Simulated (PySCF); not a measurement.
These are PBE-D3(BJ)/def2-TZVP // PBE0-D4/def2-TZVP (PySCF 2.14.0) values and carry that method's errors. Gas-phase values, no solvent. Excitations are Tamm–Dancoff values on a coarser integration grid. The basis has no diffuse functions, so Rydberg states are missing or too high.

Reference species (SMILES): `[F][Ga]([F])[F]` (neutral, multiplicity 1).

The S1–T1 gap (TDA) is 0.33 eV. The HOMO–LUMO gap comes out as 6.29 eV and the S1 oscillator strength comes out as 0.000. The T1 excitation (TDA) comes out as 6.11 eV.

Changed species: `[Ga]([Br])([F])[F]` (1 of 3 F replaced by Br; the reference has 0 of 3 F replaced by Br).

What does the change do to the S1–T1 gap (TDA), HOMO–LUMO gap, S1 oscillator strength and T1 excitation (TDA)?

the S1–T1 gap (TDA) rises by 0.05 eV, to 0.38 eV; the HOMO–LUMO gap falls by 1.40 eV, to 4.89 eV; the S1 oscillator strength rises by 0.011, to 0.011; the T1 excitation (TDA) falls by 1.39 eV, to 4.72 eV.
